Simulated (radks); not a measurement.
Tl51+, 30 electrons, occupied as [Ar] 3d10 4s2. Method: scalar-relativistic Kohn-Sham, LDA (Slater exchange, VWN5 correlation), spin-polarised, spherical densities, finite nucleus; Fermi nuclear charge, rms radius 5.4759 fm; computed with a radial shooting solver on a logarithmic mesh with Libxc functionals.

Normalised radial functions P(r) = r R(r), r in bohr:

| r | 3p | 3d | 4p |
|---|---|---|---|
| 0.001816 | 0.0350 | 0.0003 | 0.0211 |
| 0.00229 | 0.0511 | 0.0005 | 0.0308 |
| 0.002911 | 0.0755 | 0.0010 | 0.0456 |
| 0.003701 | 0.1112 | 0.0020 | 0.0670 |
| 0.004705 | 0.1627 | 0.0037 | 0.0981 |
| 0.005934 | 0.2333 | 0.0069 | 0.1405 |
| 0.007543 | 0.3350 | 0.0130 | 0.2016 |
| 0.009589 | 0.4734 | 0.0243 | 0.2845 |
| 0.01209 | 0.6478 | 0.0441 | 0.3885 |
| 0.01537 | 0.8706 | 0.0805 | 0.5204 |
| 0.01954 | 1.1241 | 0.1443 | 0.6683 |
| 0.02484 | 1.3738 | 0.2522 | 0.8091 |
| 0.03133 | 1.5485 | 0.4194 | 0.8974 |
| 0.03983 | 1.5615 | 0.6815 | 0.8757 |
| 0.05063 | 1.2855 | 1.0512 | 0.6654 |
| 0.06386 | 0.6611 | 1.5028 | 0.2394 |
| 0.08118 | -0.3312 | 2.0099 | -0.3874 |
| 0.1032 | -1.4663 | 2.4341 | -1.0064 |
| 0.1312 | -2.3612 | 2.6084 | -1.2750 |
| 0.1654 | -2.6426 | 2.4172 | -0.8986 |
| 0.2103 | -2.2302 | 1.8613 | 0.1538 |
| 0.2674 | -1.3951 | 1.1369 | 1.3782 |
| 0.3372 | -0.6394 | 0.5348 | 2.0002 |
| 0.4286 | -0.1894 | 0.1702 | 1.7125 |
| 0.5449 | -0.0335 | 0.0338 | 0.9106 |
| 0.6927 | -0.0031 | 0.0037 | 0.2874 |
| 0.8736 | -0.0001 | 0.0002 | 0.0523 |
| 1.111 | 0.0000 | 0.0000 | 0.0043 |

3p: eigenvalue -5647.4 eV, 1 radial node at r = 0.0755 bohr, <r> = 0.175 bohr, 90 % of the charge inside 0.261 bohr. 3d: eigenvalue -5037.0 eV, 0 radial nodes, <r> = 0.158 bohr, 90 % of the charge inside 0.243 bohr. 4p (empty): eigenvalue -2847.7 eV, 2 radial nodes at r = 0.0704, 0.204 bohr, <r> = 0.354 bohr, 90 % of the charge inside 0.504 bohr.
